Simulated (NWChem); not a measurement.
**Ionisation of CHF2**

```
C
F 1 1.3244
F 1 1.3244 2 111.86
H 1 1.1019 2 114.22 3 131.70
```
Charge 0, spin multiplicity 2.

The numbers come from NWChem runs, not from measurements. The geometry was optimised at UB3LYP/def2-SVP, a minimum by its harmonic frequencies.

Basis set: def2-TZVP. The species with one electron less has spin multiplicity 1 and keeps the geometry of the parent. Δ marks differences of total energies (open shells unrestricted). −ε marks an orbital energy of the parent. That orbital need not have the symmetry of the hole or added electron in the Δ rows. That singlet is a closed-shell solution.

B3LYP has NWChem's definition, with VWN1-RPA local correlation. The structure started from a generated list of species. The unpaired electrons of the parent sit in orbitals of symmetry a' (Cs labels of the run); other states weren't searched. No SCF solution was tested for a lower state. Open-shell Hartree-Fock references start from PBE0 orbitals.

Question: One of these methods gave a first vertical ionisation energy of 9.95 eV. Which?
(A) −ε(alpha HOMO) of PBE
(B) ΔBHandHLYP
(C) evGW@PBE
(D) ΔPBE

Answer: C, evGW@PBE. The others give 10.31 (ΔBHandHLYP), 9.69 (ΔPBE), 5.10 (−ε(alpha HOMO) of PBE).
